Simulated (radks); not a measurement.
Question: These are the eigenvalues of the occupied orbitals of an atom or ion with whole-number occupations (eV). Method: non-relativistic Kohn-Sham, PBE, spin-polarised, spherical densities, point nucleus; computed with a radial shooting solver on a logarithmic mesh with Libxc functionals.

1s up: -5919.452
1s down: -5916.020
2s up: -714.0155
2s down: -705.6292
2p up: -620.5971
2p down: -611.7939
3s up: -99.1699
3s down: -93.3030
3p up: -71.5494
3p down: -65.7427
3d up: -26.8379

Which element is it, and in what charge state? The configuration may be excited. Open shells, if any, are filled with parallel spins first.

Answer: Z = 24, chromium, charge +2: Cr2+ in [He] 2s2 2p5 3s2 3p6 3d5. The list shows which subshells hold electrons but not how many an open one holds; the 1s level, -217.54 hartree, gives Z - s = 20.9 by -(Z - s)^2/2, which with screening narrows Z to a few neighbours, and the depths of the outer levels then fix element, charge and occupations together.
